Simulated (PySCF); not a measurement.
## C$_{2}$H$_{12}$OP$_{2}$Si$_{2}$: full NMR table

| Item | Value |
| --- | --- |
| Formula | C2H12OP2Si2 |
| SMILES | C[SiH](C)O[SiH](P)P |
| InChI | InChI=1S/C2H12OP2Si2/c1-6(2)3-7(4)5/h6-7H,4-5H2,1-2H3 |
| Point group of the computed structure | C1 |
| Carbon signals | 1 |
| Proton signals | 4 |

Mapped SMILES: `[CH3:1][SiH:2]([CH3:3])[O:4][SiH:5]([PH2:6])[PH2:7]`; H(Xn) means a hydrogen on atom n.

Non-relativistic Hamiltonian, averaged over atoms made equivalent by symmetry, fast rotation or ring inversion, no solvent model, a single conformation. Shielding tensors at PBE0/pcSseg-1 (GIAO); structure optimised with GFN2-xTB; PySCF 2.14.

Scale: $^{1}$H, $^{13}$C, $^{29}$Si against TMS; $^{31}$P against H3PO4; H2O for $^{17}$O (reference shieldings calculated alike).

| carbon | δC, type | δH (multiplicity) | HMBC from (2–3 bonds) | span of the C tensor (ppm) |
| --- | --- | --- | --- | --- |
| C1/C3 | 2.3, CH3 | 0.22 (d) | H(Si2), H(C1)/H(C3) | 17 |

Other nuclei:
| atoms | nucleus | environment | δ (ppm) | σ (ppm) |
| --- | --- | --- | --- | --- |
| H(Si5) | $^{1}$H | hydrogen on a silicon bonded to O, 2 P | 6.19 | 25.53 |
| H(Si2) | $^{1}$H | hydrogen on a silicon bonded to 2 C, O | 5.29 | 26.43 |
| H(P6)/H(P7) | $^{1}$H | hydrogen on a phosphorus bonded to Si | 1.40 | 30.32 |
| P6/P7 | $^{31}$P | phosphorus bonded to Si, 2 H | -267.8 | 586.2 |
| Si5 | $^{29}$Si | silicon bonded to O, 2 P, H | 3.6 | 345.6 |
| Si2 | $^{29}$Si | silicon bonded to 2 C, O, H | -2.6 | 351.7 |
| O4 | $^{17}$O | oxygen bonded to 2 Si | 69.6 | 266.5 |

δC 2.3: methyl carbon bonded to Si; an electropositive neighbour leaves it electron-rich and shielded. δH 6.19: hydrogen on a silicon bonded to O, 2 P. δH 5.29: hydrogen on a silicon bonded to 2 C, O. δH 1.40: hydrogen on a phosphorus bonded to Si. δH 0.22: hydrogen on a methyl carbon bonded to Si; an electropositive neighbour shields it, as in TMS itself.

Splittings by $^{31}$P in the carbon and heteronuclear signals aren't shown, as no couplings were computed. Shifts are as computed. Against solution values, carbons near 30 ppm lie about +3 ppm off and those near 130 ppm about +5 ppm. Of 1211 compounds with measured shifts, 218 miss one by over three times the rms of a fit or turn the order of signals round; such compounds aren't used in these exercises. Experimental scales use liquid or dissolved standards, which lie at an offset from isolated H2O (liquid H2O: subtract about 36 ppm) and H3PO4. No couplings were computed; multiplicities are counted from neighbouring protons, with m where these are inequivalent, close in shift, in a saturated or five-membered ring or joined by F or P, and br s for small geminal =CH2 splittings.
